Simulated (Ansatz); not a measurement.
```yaml
atoms:
  - { symbol: C, position_ang: [0.0000, 1.4000, 0.0000] }
  - { symbol: C, position_ang: [1.2124, 0.7000, 0.0000] }
  - { symbol: C, position_ang: [1.2124, -0.7000, 0.0000] }
  - { symbol: C, position_ang: [0.0000, -1.4000, 0.0000] }
  - { symbol: C, position_ang: [-1.2124, -0.7000, 0.0000] }
  - { symbol: C, position_ang: [-1.2124, 0.7000, 0.0000] }
  - { symbol: C, position_ang: [2.4249, 1.4000, 0.0000] }
  - { symbol: C, position_ang: [3.6373, 0.7000, 0.0000] }
  - { symbol: C, position_ang: [3.6373, -0.7000, 0.0000] }
  - { symbol: C, position_ang: [2.4249, -1.4000, 0.0000] }
  - { symbol: H, position_ang: [0.0000, -2.4850, 0.0000] }
  - { symbol: H, position_ang: [-2.1521, -1.2425, 0.0000] }
  - { symbol: H, position_ang: [2.4249, 2.4850, 0.0000] }
  - { symbol: H, position_ang: [4.5769, 1.2425, 0.0000] }
  - { symbol: H, position_ang: [4.5769, -1.2425, 0.0000] }
  - { symbol: H, position_ang: [2.4249, -2.4850, 0.0000] }
```

Basis set: def2-TZVP (spherical functions). Charge 0, multiplicity 3.

Computed with Ansatz (development build ahead of 0.2.0); each method stands on the lowest determinant of its kind that the runs found. Restricted functionals stand beside restricted open-shell atoms, which can lie above the unrestricted atoms usual in DFT and then raise those values.

The atomization energy at this shape (free ground-state atoms in the same class of orbitals less the molecule, no zero-point energy) of triplet C10H6:

```json
{"method": "ωB97X (unrestricted)", "atomization energy": "7993.3 kJ/mol"}
{"method": "PBE0 (unrestricted)", "atomization energy": "8170.5 kJ/mol"}
```

(1) What does PBE0 (restricted open-shell) give?

Results:

(1) 8214.0 kJ/mol. Caution: another spin multiplicity may lie lower.

The shape needn't be a minimum at these levels.
